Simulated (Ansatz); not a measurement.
`C[SiH2][SiH2]F` + `BS` → `BS[SiH2]C` + `F[SiH3]`  (cleavage of the Si–Si bond)

Program: Ansatz. Geometries: PBE0-D4/def2-TZVP. ΔE: electronic, gas phase. CCSD(T)/CBS is the MP2 limit (def2-TZVPP, def2-QZVPP) plus CCSD(T) − MP2 in def2-TZVPP, frozen cores. This one scheme is used for every species. DFT in def2-TZVPP. HSE06 is defined as in plane-wave codes. One conformer a species, not always the lowest.

`C[SiH2][SiH2]F`:

```xyz
11

C     1.058    1.354    0.292
Si   -0.422    0.282    0.709
Si   -0.654   -1.499   -0.796
F    -0.795   -0.925   -2.294
H     0.957    1.775   -0.711
H     1.149    2.180    1.001
H     1.982    0.772    0.325
H    -1.675    1.089    0.700
H    -0.278   -0.315    2.068
H     0.538   -2.391   -0.779
H    -1.861   -2.322   -0.515
```

`BS`:

Cartesian coordinates in Å:
```
B -0.238 0.360 0.386
S 0.612 -1.107 -0.100
H -0.434 0.484 1.556
H -0.589 1.169 -0.414
H 0.649 -0.905 -1.428
```

`BS[SiH2]C`:

Cartesian coordinates in Å:
```
B 0.953 2.406 0.332
S 1.263 0.697 0.691
Si -0.462 -0.205 -0.251
C -0.352 -2.049 -0.013
H -0.014 2.746 -0.281
H 1.751 3.197 0.730
H -1.688 0.348 0.379
H -0.455 0.155 -1.692
H -1.209 -2.544 -0.478
H 0.559 -2.446 -0.467
H -0.345 -2.305 1.049
```

`F[SiH3]`:

Cartesian coordinates in Å:
```
F -0.258 -1.463 -0.473
Si 0.007 0.038 0.012
H 1.417 0.381 -0.284
H -0.252 0.109 1.469
H -0.914 0.935 -0.725
```

```json
{"level": "LDA (SPW92)", "ΔE (kJ/mol)": "-46.8"}
{"level": "revPBE-D4", "ΔE (kJ/mol)": "-50.4"}
{"level": "PBE0-D4", "ΔE (kJ/mol)": "-53.0"}
{"level": "HSE06", "ΔE (kJ/mol)": "-51.9"}
{"level": "RPA@PBE/def2-TZVPP", "ΔE (kJ/mol)": "-60.0"}
{"level": "MP2/def2-TZVPP", "ΔE (kJ/mol)": "-73.4"}
{"level": "CCSD(T)/def2-TZVPP", "ΔE (kJ/mol)": "-61.7"}
{"level": "HF/CBS(def2)", "ΔE (kJ/mol)": "-69.5"}
```

**Question.** What does CCSD(T)/CBS give? (An estimate is asked.)

**Answer.** The calculation gave: -63.8 kJ/mol. The listed levels differ from it by 17.0, 13.4, 10.8, 11.9, 3.8, -9.6, 2.1, -5.7 kJ/mol.

Largest T1 diagnostic among the species: 0.015.

From PBE to PBE0 (25 % exact exchange), in def2-TZVPP and without D4, ΔE moves by −5.8 kJ/mol. At CCSD(T), def2-SVP lies +8.6 kJ/mol from the extrapolated value and def2-TZVPP +2.2 kJ/mol. Leaving LDA and LC-ωPBE aside and taking each functional with its dispersion term where it has one, the values, not all of them listed here, spread over 16.3 kJ/mol, from ωB97M-V to PBE-D4.

CCSD(T)/CBS has its own doubt, a few kJ/mol and more with outer-core shells, so smaller differences from it don't rank the levels.
